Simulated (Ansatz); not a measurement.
CH6AlFOSi (`[CH3][Al]([OH])[SiH2]F`), relaxed with RKS PBE0-D4/def2-TZVP in Ansatz 0.2.0 from a PBE-D4/def2-SVP geometry. The force threshold is 0.005 eV/Å; the program also tests the step.

Total charge 0; spin multiplicity 1.

Start:

```xyz
11

C     1.181   -0.346   -1.683
Al    0.521    0.087    0.106
O     1.705    0.599    1.254
Si   -1.826    0.005    0.883
F    -1.805    0.541    2.454
H     2.244   -0.667   -1.643
H     1.134    0.553   -2.336
H     0.592   -1.142   -2.184
H     1.480    0.862    2.161
H    -2.442   -1.377    0.879
H    -2.783    0.885    0.110
```

| step | energy (eV) | largest force (eV/Å) | largest move (Å) |
| --- | --- | --- | --- |
| 1 | -20367.0871 | 0.805 | 0.000 |
| 2 | -20367.1314 | 0.632 | 0.083 |
| 3 | -20367.1476 | 0.483 | 0.055 |
| 4 | -20367.1524 | 0.296 | 0.011 |
| 5 | -20367.1552 | 0.038 | 0.014 |
| 6 | -20367.1554 | 0.013 | 0.008 |
| 7 | -20367.1557 | 0.035 | 0.025 |
| 8 | -20367.1558 | 0.032 | 0.026 |
| 9 | -20367.1559 | 0.026 | 0.028 |
| 10 | -20367.1560 | 0.029 | 0.017 |
| 11 | -20367.1562 | 0.036 | 0.028 |
| 12 | -20367.1563 | 0.043 | 0.027 |
| 13 | -20367.1564 | 0.046 | 0.024 |
| 14 | -20367.1565 | 0.041 | 0.013 |
| 15 | -20367.1566 | 0.028 | 0.040 |
| 16 | -20367.1568 | 0.026 | 0.024 |
| 17 | -20367.1569 | 0.012 | 0.016 |
| 18 | -20367.1570 | 0.029 | 0.036 |
| 19 | -20367.1570 | 0.022 | 0.028 |
| 20 | -20367.1571 | 0.013 | 0.019 |
| 21 | -20367.1571 | 0.013 | 0.010 |
| 22 | -20367.1571 | 0.007 | 0.008 |
| 23 | -20367.1572 | 0.006 | 0.018 |
| 24 | -20367.1572 | 0.007 | 0.017 |
| 25 | -20367.1572 | 0.007 | 0.008 |
| 26 | -20367.1572 | 0.006 | 0.011 |
| 27 | -20367.1572 | 0.004 | 0.007 |
| 28 | -20367.1572 | 0.002 | 0.006 |

End:

```xyz
11

C     1.169   -0.344   -1.669
Al    0.558    0.086    0.124
O     1.718    0.511    1.290
Si   -1.800    0.067    0.866
F    -1.857    0.488    2.428
H     2.256   -0.264   -1.749
H     0.725    0.326   -2.412
H     0.882   -1.361   -1.954
H     1.487    0.734    2.191
H    -2.461   -1.267    0.756
H    -2.677    1.025    0.130
```

Run time 47 s (4 threads of a server CPU on a shared host); peak host memory 0.56 GiB.
